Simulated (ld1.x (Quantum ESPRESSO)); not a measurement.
**What one change does to a pseudopotential (F, RRKJ)**

fluorine (F), norm-conserving RRKJ (Kleinman–Bylander form), made with ld1.x (Quantum ESPRESSO) 7.5 (LDA (PZ), scalar-relativistic). Core [He], reference 2s2 2p3 (charge +2). Waves: 2p (bound): rc 1.60 bohr; 3d channel at 0.5 Ry: rc 1.75 bohr; 2s (bound): rc 0.80 bohr. Local part: the s channel. Core correction: a·sin(br)/r model core inside 0.55 bohr.

Change: wave 2p (bound): rc 1.60 bohr becomes 2p (bound): rc 1.00 bohr.

Cutoffs: the cutoffs (Ry, on a coarse ladder) from which the occupation-weighted sum of valence levels, in a spherical-Bessel basis at the reference potential, stays within 10 and 1 mRy of its value at 400 Ry; they do not see the model core or the augmentation charge, which bear on the density cutoff. Errors are all-electron minus pseudo energies relative to the spin-unpolarised reference configuration.

Question: How do hardness, ghosts and transferability respond?

Answer: The potential gets neither clearly harder nor softer (140 Ry and 230 Ry → 140 Ry and 230 Ry); of the 9 tests that both files solve, the error grows in 1 and shrinks in 8 by more than 15 % and 0.3 meV (median size 509.2 → 68.2 meV); the range in which the p phases agree widens (upper end -0.6 → at the end of the scan); neither file shows a bound ghost.

```tsv
quantity	base	changed
cutoff, loose	140 Ry	140 Ry
cutoff, tight	230 Ry	230 Ry
loose cutoff by channel (10 mRy a level)	p 45 Ry, s 90 Ry	p 100 Ry, s 90 Ry
bound ghosts	none	none
error for 2s2 2p5, meV [ΔE -58.07 eV]	+509	+53
error for 2s2 2p4, meV [ΔE -38.51 eV]	+218	+26
error for 2s2 2p2, meV [ΔE 60.73 eV]	+478	+68
error for 2s2 2p1, meV [ΔE 146.60 eV]	+2592	+435
error for 2s2 2p5.3, meV [ΔE -60.79 eV]	+560	+56
error for 2s1 2p6, meV [ΔE -39.68 eV]	+1072	+140
error for 2s2 2p4.5, meV [ΔE -50.44 eV]	+380	+42
error for 2s2 2p3 (spin-polarised), meV [ΔE -5.10 eV]	-14	+398
error for 2s2 2p5 (spin-polarised), meV [ΔE -58.45 eV]	+516	+78
s: phases at 1.91 bohr within 0.05 rad from the reference energy up to (Ry; the scan ends near 5)	to the end of the scan	to the end of the scan
p: phases at 1.91 bohr within 0.05 rad from the reference energy up to (Ry; the scan ends near 5)	-0.6	to the end of the scan
d: phases at 1.91 bohr within 0.05 rad from the reference energy up to (Ry; the scan ends near 5)	to the end of the scan	to the end of the scan
```
